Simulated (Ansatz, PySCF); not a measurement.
Species: C$_{2}$H$_{9}$NSi, charge 0, multiplicity 1. 
Geometry from a B3LYP-D3(BJ)/def2-TZVP (Ansatz, a program for electronic structure) optimisation:
```xyz
13

Si    -0.7131    -0.8091    -0.8012
N      0.0627     0.2883     0.2745
C      0.6908     1.5002    -0.2175
H      0.2163     1.8262    -1.1440
H      0.5848     2.3084     0.5148
H      1.7649     1.3700    -0.4139
C      0.5895    -0.1604     1.5498
H      0.4823     0.6268     2.3044
H      0.0418    -1.0356     1.9016
H      1.6554    -0.4257     1.4972
H      0.2051    -1.6924    -1.5785
H     -1.4930    -0.0165    -1.7804
H     -1.5950    -1.6897     0.0003
```
Charge 0, spin multiplicity 1.

Property: atomisation energy (electronic, to ground-state atoms), in kcal/mol. Correlated levels leave the core frozen unless marked. Open shells are spin-unrestricted. Spin-orbit coupling is left out. No relativistic terms. The coupled-cluster limit lacks core correlation, which all-electron functionals hold. CBS marks a two-point X^-3 extrapolation of the correlation energy; Hartree-Fock from the larger set. The bracket is a focal-point correction in the basis named.

```tsv
level	program	atomisation energy (kcal/mol)	minus last row
HF/aug-cc-pV(D+d)Z	Ansatz	791.5	-300.2
HF/cc-pV(Q+d)Z	Ansatz	808.9	-282.8
r2SCAN-D3(BJ)/def2-TZVPD	Ansatz + dftd3	1087.0	-4.7
PBE0/6-31G*	Ansatz	1080.9	-10.8
PBE0/def2-TZVPD	Ansatz	1083.5	-8.2
TPSSh-D3(BJ)/def2-TZVPD	PySCF + dftd3	1105.2	13.5
TPSSh-D4/def2-TZVPD	PySCF + dftd4	1105.3	13.6
r2SCANh-D4/def2-TZVPD	Ansatz + dftd4	1082.8	-8.9
HSE06-D4/def2-TZVPD	Ansatz + dftd4	1089.0	-2.7
B2PLYP-D3(BJ)/def2-TZVPD	Ansatz + dftd3	1080.5	-11.2
RI-MP2/CBS(aug-cc-pV(T+d)Z,aug-cc-pV(Q+d)Z)	Ansatz	1094.4	2.7
SCS-MP2/cc-pV(T+d)Z	Ansatz	1073.6	-18.1
CCSD(T) with core electrons (1s frozen past Ne)/cc-pwCVTZ	Ansatz	1067.9	-23.8
RI-MP2/CBS(cc-pV(T+d)Z,cc-pV(Q+d)Z)+[CCSD(T)-MP2]/cc-pV(D+d)Z	Ansatz	1092.6	0.9
RI-MP2/CBS(cc-pV(T+d)Z,cc-pV(Q+d)Z)+[CCSD(T)-MP2]/cc-pV(T+d)Z	Ansatz	1091.7	0.0
```
